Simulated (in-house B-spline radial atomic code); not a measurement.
Settings and results of a run for the scandium ion Sc⁶⁺ (with a hole in an inner shell). Level of theory: Dirac-Hartree-Fock, average of configuration, Fermi nucleus of rms radius 3.5459 fm; calculated with an all-electron radial atomic-structure program (B-spline basis).

Command:
```bash
python run_scf.py task.json out
```
Settings (nuclear radius in fm, mass in u):
```
Z                21
configuration    2s2 2p6 3s2 3p5
hamiltonian      dirac
method           hf
spin_polarised   False
nucleus          fermi
rms_radius       3.5459
atomic_mass      44.95591
speed_of_light   137.035999084
```

Output (hartree, bohr):
```
 radial grid: 66 intervals, B-splines of order 8, outer radius 10.2985 bohr

 iter        energy (Eh)    residual
    1       -399.1506108    1.13e+00
    2       -412.0174853    2.67e-01
    3       -412.4537878    1.08e-01
    4       -412.5256518    4.38e-02
    5       -412.5403528    7.81e-03
    6       -412.5407399    2.18e-04
    7       -412.5407403    1.19e-05
    8       -412.5407403    1.08e-06
    9       -412.5407403    4.51e-08

 total energy                     -412.540740
 kinetic                            415.81190
 electron-nucleus                 -1002.25543
 electron-electron                  173.90279

 first-order corrections (not in the total)
   Gaunt                            0.04430
   retardation                     -0.00088
   frequency dependence            -0.00000
   self-energy                      0.01988
   Uehling                         -0.00135
   Wichmann-Kroll                   0.00001
   recoil                           0.00487

 orbital      occ     eigenvalue          <r>       <r^2>       <1/r>       r_max    small
 2s1/2      2.000      -26.76355     0.317798    0.119259     4.71527      0.2669  1.16e-03
 2p1/2      2.000      -24.19146     0.274119   0.0922483     4.68455      0.2099  1.15e-03
 2p3/2      4.000      -23.94583     0.276609   0.0938043     4.62629      0.2119  1.14e-03
 3s1/2      2.000       -6.55961     0.913697    0.951202     1.54333      0.8174  2.73e-04
 3p1/2      1.667       -5.58904     0.920897    0.979829      1.4746       0.808  2.55e-04
 3p3/2      3.333       -5.55310     0.926088    0.990639      1.4632      0.8129  2.53e-04
```

Cost of the run: 0.58 s on 1 thread of Arm Neoverse V1 (shared host).

For the Dirac Hamiltonian the kinetic term is c α·p + (β - 1)c².
